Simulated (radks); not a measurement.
Task: These are the eigenvalues of the occupied orbitals of an atom or ion with whole-number occupations (eV). All-electron calculation, Dirac Kohn-Sham, PBEsol, spin-unpolarised, spherical densities, point nucleus. Program: a radial shooting solver on a logarithmic mesh with Libxc functionals.

orbital  eigenvalue
1s1/2     -15919.90
2s1/2     -2155.415
2p1/2     -1961.951
2p3/2     -1893.617
3s1/2     -333.1240
3p1/2     -262.8936
3p3/2     -252.4094
3d3/2     -129.0368
3d5/2     -127.2065
4s1/2      -40.8579
4p1/2      -23.5925
4p3/2      -22.4258
5s1/2       -3.5359

Which element is it, and in what charge state? The configuration may be excited. Open shells, if any, are shared by 2j + 1.

Result: Z = 38, strontium, charge 0: Sr in [Kr] 5s2. The list shows which subshells hold electrons but not how many an open one holds; the 1s level, -585.05 hartree, gives Z - s = 34.2 by -(Z - s)^2/2, which with screening and relativity narrows Z to a few neighbours, and the depths of the outer levels then fix element, charge and occupations together.
